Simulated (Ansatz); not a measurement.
Cost and result for the atomization energy of C3H7ClSi (`C[C@H]1C[Si@H]1Cl`) (12 atoms, 12 bonds).

Cartesian coordinates in Å:
```
C 1.132 0.610 -0.862
C 0.370 0.303 0.401
C -1.188 0.427 0.356
Si -0.555 -1.258 0.687
Cl -0.644 -2.652 -0.807
H 2.177 0.303 -0.777
H 1.111 1.683 -1.083
H 0.707 0.087 -1.722
H 0.804 0.752 1.294
H -1.660 1.017 1.135
H -1.596 0.633 -0.630
H -0.658 -1.904 2.008
```

Total charge 0; spin multiplicity 1. The geometry is a stationary point of PBE0-D4/def2-TZVP. Program: Ansatz. All runs use 4 threads of an Intel Xeon Platinum 8488C on a shared host. Times are those of one run each, without the atoms' runs, and a repeat can differ threefold. Electronic energies, without spin–orbit coupling; frozen cores. CCSD(T)/CBS adds CCSD(T) − MP2 in def2-TZVPP to the MP2 limit, and its time is that of the two runs behind it. T1 = 0.010. B3LYP takes the VWN-RPA correlation (the form of Gaussian; ORCA's B3LYP/G).

CCSD(T)/CBS is a level of theory with its own doubt, some kJ/mol a heavy atom from the limit and from the frozen cores, so smaller differences don't rank the functionals.

| level | functions | atomization (kJ/mol) | difference from CCSD(T)/CBS | per bond |
| --- | --- | --- | --- | --- |
| PBE0-D4/def2-TZVPP | 275 | 4532.2 | 34.3 | 2.9 |
| MP2/def2-QZVPP | 521 | 4517.3 | 19.4 | 1.6 |
| r2SCAN-D4/def2-TZVPP (with forces) | 275 | 4522.9 | 25.0 | 2.1 |
| B3LYP-D4/def2-TZVPP (with forces) | 275 | 4487.5 | -10.4 | -0.9 |
| PBE-D4/def2-TZVPP (with forces) | 275 | 4579.4 | 81.5 | 6.8 |
| B2PLYP/def2-TZVPP | 275 | 4443.9 | -54.0 | -4.5 |
| ωB97X-V/def2-TZVPP | 275 | 4517.3 | 19.4 | 1.6 |
| CCSD(T)/CBS(def2) | – | 4497.9 | 0.0 | 0.0 |
| ωB97M-V/def2-TZVPP (with forces) | 275 | 4518.5 | 20.6 | 1.7 |
| CCSD(T)/def2-TZVPP | 275 | 4388.7 | -109.2 | -9.1 |

Question: Order the runs by time, with rough figures. (Best estimate.)

Answer: The calculation gave: PBE-D4/def2-TZVPP (with forces) 2.3 s; PBE0-D4/def2-TZVPP 2.8 s; r2SCAN-D4/def2-TZVPP (with forces) 3.8 s; B3LYP-D4/def2-TZVPP (with forces) 4.4 s; B2PLYP/def2-TZVPP 5.5 s; ωB97X-V/def2-TZVPP 6.5 s; ωB97M-V/def2-TZVPP (with forces) 9 s; MP2/def2-QZVPP 23 s; CCSD(T)/def2-TZVPP 120 s; CCSD(T)/CBS(def2) 2.3 min.

In def2-TZVPP, CCSD(T) changes the Hartree–Fock value by +1018.8 kJ/mol (the triples alone add +62.0 kJ/mol) and MP2 by +1083.0 kJ/mol; breaking electron pairs costs correlation energy, which Hartree–Fock lacks. The D4 term adds +44.7 kJ/mol with B3LYP and +23.5 kJ/mol with PBE0; it sums over pairs of atoms, weighted by their polarisabilities, and B3LYP, whose exchange is more repulsive, gets the larger term. From PBE to PBE0 (25 % exact exchange), in def2-TZVPP and without D4, the atomization energy moves by −43.0 kJ/mol: exact exchange takes away binding that semilocal exchange gives to molecules.
